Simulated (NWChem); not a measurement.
# SiH4SeSO; SMILES [Se](O[SiH3])S

```xyz
8

Se     0.7458    -0.5313     0.0895
S     -1.0997    -1.6837     0.0097
H     -0.9590    -2.1996    -1.2367
O      0.2950     1.0313    -0.7090
Si    -0.4987     2.2281     0.1764
H     -0.7097     3.3536    -0.7758
H      0.3397     2.6754     1.3292
H     -1.8102     1.7302     0.6872
```
Atoms are numbered in this order, from 1.

Results from NWChem. All runs use the structure optimised with PBE0/def2-SVP. Level B3LYP/def2-SVP: energy and gradient on several grids; changes count from the extra-fine grid, which is no exact limit either.

```json
[
 {"grid": "xcoarse", "size of the energy change (μHa)": "400", "largest change of a gradient component (μHa/bohr)": "2000"},
 {"grid": "coarse", "size of the energy change (μHa)": "< 10", "largest change of a gradient component (μHa/bohr)": "300"},
 {"grid": "medium", "size of the energy change (μHa)": "< 10", "largest change of a gradient component (μHa/bohr)": "90"},
 {"grid": "fine", "size of the energy change (μHa)": "< 10", "largest change of a gradient component (μHa/bohr)": "< 30"},
 {"grid": "xfine", "size of the energy change (μHa)": "< 10", "largest change of a gradient component (μHa/bohr)": "< 30"}
]
```
